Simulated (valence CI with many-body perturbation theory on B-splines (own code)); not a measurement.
Values are calculated unless marked as measured or tabulated.
**Er¹⁷⁺: what each term of the Hamiltonian does**

Method: relativistic CI+MBPT: five valence electrons over a frozen Dirac-Fock core [Kr] 4d10, radial functions for each j: 7 s, 7 p, 7 d, 7 f, 4 g, 2 h, with the one-electron correlation potential Σ1 (screened to all orders), the two-electron term Σ2, the three-electron term Σ3, Breit, model QED; selected single and double excitations, second order for the rest (own B-spline code, finite nucleus).

No measured levels were compared; by estimate terms of the open shell hold to a few per cent of their energy, and close levels can change places. Core correlation moves these levels by up to 3400 cm⁻¹, and in measured spectra 5 to 20 % of such shifts remained as error; rates that hang on mixing are uncertain with them. Among the levels kept, up to 1100 cm⁻¹ of a level comes from second order outside the variational space, and about a tenth of that is noise between levels of different J, which matters for small intervals. Only levels of the ground parity were solved; by the run's estimate the other parity begins above the list, which can be wrong where configurations are misplaced.

Each rung adds one term. CI alone is the Dirac-Coulomb CI over the frozen core; QED comes last and gives the full result, which names the levels. Energies are above 4f5 6H°_5/2 on the same rung, in eV.

Names give the largest LS component (configuration and term), which can be under half, so a name can repeat, a term be missing and a line seem to break the LS rules; names also repeat where a configuration has a term twice. Letters in brackets count levels of one name in rising energy.

| Level | CI alone | Σ1 | Σ2 | Σ3 | Breit | QED | Full |
| --- | --- | --- | --- | --- | --- | --- | --- |
| 4f5 6H°_7/2 | 0.4337 | +0.0246 | +0.0494 | +0.0024 | -0.0518 | +0.0032 | 0.4615 |
| 4f5 6H°_9/2 | 0.9039 | +0.0480 | +0.0940 | +0.0030 | -0.1047 | +0.0059 | 0.9500 |
| 4f5 6H°_11/2 | 1.387 | +0.0681 | +0.1315 | +0.0021 | -0.1571 | +0.0082 | 1.440 |
| 4f5 6F°_1/2 | 1.758 | +0.0363 | -0.0053 | +0.0078 | -0.0484 | +0.0039 | 1.752 |
| 4f5 6F°_3/2 | 1.790 | +0.0347 | -0.0005 | +0.0080 | -0.0454 | +0.0035 | 1.790 |
| 4f5 6F°_5/2 | 1.917 | +0.0340 | +0.0027 | +0.0050 | -0.0458 | +0.0032 | 1.916 |
| 4f5 6H°_13/2 | 1.867 | +0.0849 | +0.1632 | -0.0005 | -0.2087 | +0.0100 | 1.916 |
| 4f5 6F°_7/2 | 2.271 | +0.0549 | +0.0377 | +0.0136 | -0.0920 | +0.0059 | 2.292 |
| 4f5 6H°_15/2 | 2.329 | +0.0974 | +0.1862 | -0.0063 | -0.2550 | +0.0110 | 2.363 |
| 4f5 6F°_9/2 | 2.739 | +0.0786 | +0.0704 | +0.0196 | -0.1439 | +0.0086 | 2.772 |
| 4f5 6F°_11/2 | 3.256 | +0.1002 | +0.0982 | +0.0206 | -0.1959 | +0.0110 | 3.290 |
| 4f5 4G°_5/2 [a] | 3.939 | +0.0329 | +0.0918 | -0.0380 | -0.0184 | +0.0017 | 4.009 |
| 4f5 4F°_3/2 | 4.262 | +0.0533 | +0.1821 | -0.0089 | -0.0422 | +0.0040 | 4.450 |
| 4f5 4M°_15/2 | 4.737 | +0.0342 | -0.0694 | -0.0463 | -0.1290 | +0.0018 | 4.529 |
| 4f5 4G°_7/2 [a] | 4.759 | +0.0715 | +0.1689 | -0.0260 | -0.0863 | +0.0061 | 4.894 |
| 4f5 4I°_9/2 | 4.909 | +0.0612 | +0.0925 | -0.0665 | -0.0914 | +0.0050 | 4.909 |
| 4f5 4I°_11/2 | 5.053 | +0.0604 | +0.0421 | -0.0514 | -0.1081 | +0.0047 | 5.000 |
| 4f5 4K°_13/2 [a] | 5.169 | +0.0561 | -0.0304 | -0.0484 | -0.1264 | +0.0038 | 5.024 |
| 4f5 4M°_17/2 | 5.502 | +0.0741 | -0.0225 | -0.0234 | -0.2162 | +0.0064 | 5.320 |
| 4f5 4P°_5/2 | 5.426 | +0.0798 | +0.0458 | -0.0326 | -0.0372 | +0.0036 | 5.485 |
| 4f5 4I°_15/2 | 5.743 | +0.0951 | +0.0846 | -0.0443 | -0.2060 | +0.0085 | 5.681 |
| 4f5 4G°_9/2 | 5.651 | +0.0989 | +0.1959 | -0.0222 | -0.1417 | +0.0085 | 5.790 |
| 4f5 4F°_5/2 | 5.737 | +0.0677 | +0.1416 | -0.0086 | -0.1062 | +0.0085 | 5.841 |
| 4f5 4M°_19/2 | 6.089 | +0.0973 | +0.0071 | -0.0146 | -0.2953 | +0.0092 | 5.893 |
| 4f5 4L°_13/2 | 6.213 | +0.0999 | +0.0341 | -0.0449 | -0.1843 | +0.0094 | 6.127 |
| 4f5 2P°_1/2 | 6.111 | +0.0515 | +0.1446 | -0.1173 | -0.0331 | +0.0035 | 6.160 |
| 4f5 6P°_3/2 | 6.258 | +0.0713 | -0.1187 | +0.0204 | -0.0657 | +0.0052 | 6.170 |
| 4f5 4L°_15/2 | 6.423 | +0.0923 | +0.0236 | -0.0717 | -0.2084 | +0.0081 | 6.267 |
| 4f5 4M°_21/2 | 6.515 | +0.1095 | +0.0225 | -0.0147 | -0.3564 | +0.0103 | 6.286 |
| 4f5 4K°_11/2 | 6.295 | +0.1055 | +0.1311 | -0.0605 | -0.1672 | +0.0101 | 6.314 |
| 4f5 4G°_11/2 [a] | 6.482 | +0.1049 | +0.1037 | -0.0243 | -0.1663 | +0.0083 | 6.508 |

The middle columns are the shifts that each term adds.

(1) How does the ionisation energy move along the ladder, and which term matters most?

Results:

(1) CI alone 389.21, + Σ1 392.08, + Σ2 400.62, + Σ3 400.64, + Breit 400.67, + QED 400.69 eV. The largest step is Σ2, 8.54 eV. NIST lists 415 ± 21 eV (theoretical).
